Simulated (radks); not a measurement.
Question: Cs IV, configuration [Kr] 4d10 5s2 5p4. All-electron calculation, Dirac Kohn-Sham, BLYP, spin-unpolarised, spherical densities, finite nucleus; open shells fill j = l - 1/2 first; Fermi nuclear charge, rms radius 4.8041 fm. Program: a radial shooting solver on a logarithmic mesh with Libxc functionals.

Spin-orbit splittings of the eigenvalues, e(l+1/2) - e(l-1/2), with zeta = 2 splitting/(2l+1) and mean radii in bohr:

shell  occ.  splitting (eV)  zeta (eV)  <r> j=l-1/2  <r> j=l+1/2
2p        6           352.4      235.0      0.09402      0.09991
3p        6               ?          ?       0.2887       0.3005
3d       10           14.34      5.736       0.2714       0.2751
4p        6           13.83      9.218       0.7201       0.7476
4d       10           2.301     0.9203       0.8283       0.8386
5p        4           1.991      1.328        1.874        1.945

Estimate the 3p splitting.

Answer: 67.53 eV (zeta = 45.02 eV).
